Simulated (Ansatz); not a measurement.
```xyz
9

N     0.944   -1.239   -0.051
Al   -0.039    0.228   -0.062
N    -1.743    0.205    0.388
S     0.832    2.152   -0.645
H     1.878   -1.308   -0.417
H     0.641   -2.133    0.300
H    -2.308    1.030    0.507
H    -2.294   -0.620    0.552
H     2.089    1.686   -0.572
```

Total charge 0; spin multiplicity 1.

List the ωB97M-V/def2-TZVPP orbital energies in eV (Ansatz). (Best estimate.)

Ansatz gave: Occupied: -2426.19, -1531.64, -393.69, -393.64, -220.20, -163.31, -163.21, -163.15, -116.27, -75.90, -75.80, -75.75, -25.84, -25.57, -22.42, -15.89, -15.63, -15.07, -13.50, -12.98, -10.86, -10.44, -9.52, -9.38. Lowest empty: 1.49, 2.50, 2.62, 2.73, 3.19, 4.20, 4.59, 4.77.
